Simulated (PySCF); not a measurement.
# How methods differ on the excitation energy of Bi⁺

Bi⁺ [Xe] 4f14 5d10 6s2 6p2 (3P) → Bi⁺ [Xe] 4f14 5d10 6s1 6p3 (5S), as a difference of total energies. Calculation: PySCF 2.14, in ANO-RCC-VTZP; the spin-free X2C one-electron Hamiltonian (Gaussian nucleus). Correlated levels: valence: [Xe] 4f14 5d10 frozen; valence and next inner shell: [Kr] 4d10 4f14 frozen. The calculations carry no spin-orbit coupling.

```tsv
method	excitation energy (eV)
UHF	6.289
LDA	8.984
PBE	8.712
PBE0	8.253
r2SCAN	8.094
MP2 (valence)	6.956
SCS-MP2 (valence)	7.252
MP2 (valence and next inner shell)	8.127
SCS-MP2 (valence and next inner shell)	8.233
```

Problem. How much does correlation contribute at MP2 (valence and next inner shell)?

Solution. 8.127 − (6.289) = 1.838 eV, measured against UHF.

Spin-orbit coupling is strong in these open shells (close to jj coupling). The scalar numbers leave it out and a first-order estimate fails, so it can dominate the gap to the real levels.
